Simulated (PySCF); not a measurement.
An equivalent PySCF input for N⁺ (nitrogen, charge +1), [He] 2s2 2p2, high-spin 3P determinant, with scalar relativity by spin-free X2C-1e:

```python
from pyscf import gto, scf, dft, mp, cc
import basis_set_exchange as bse
mol = gto.M(atom="N 0 0 0", charge=1, spin=2, symmetry="D2h",
            basis=gto.basis.parse(bse.get_basis("cc-pVDZ-DK", elements=["N"], fmt="nwchem", header=False)),
            nucmod="G")
mf = scf.UHF(mol).sfx2c1e()
mf.irrep_nelec = {'Ag': (2, 2), 'B1u': (1, 0), 'B2u': (1, 0)}
mf.kernel()
```

It reaches the same state as the run whose output follows, and the same energy. The run itself started from symmetry-adapted Hartree-Fock orbitals and held the occupation by maximum overlap, so the iterations belong to that start.

```
SCF conv_tol = 1e-09
number electrons alpha = 4  beta = 2
cycle= 1 E= -53.9097023993545  delta_E= -0.00319  |g|= 0.0213  |ddm|= 0.0498
cycle= 2 E= -53.9098898447942  delta_E= -0.000187  |g|= 0.00519  |ddm|= 0.0121
cycle= 3 E= -53.9099017903203  delta_E= -1.19e-05  |g|= 7.03e-05  |ddm|= 0.00398
cycle= 4 E= -53.909901793859  delta_E= -3.54e-09  |g|= 1.68e-05  |ddm|= 0.000274
cycle= 5 E= -53.9099017941057  delta_E= -2.47e-10  |g|= 1.82e-06  |ddm|= 9.9e-05
converged SCF energy = -53.9099017941057  <S^2> = 2.005537  2S+1 = 3.0036891
```
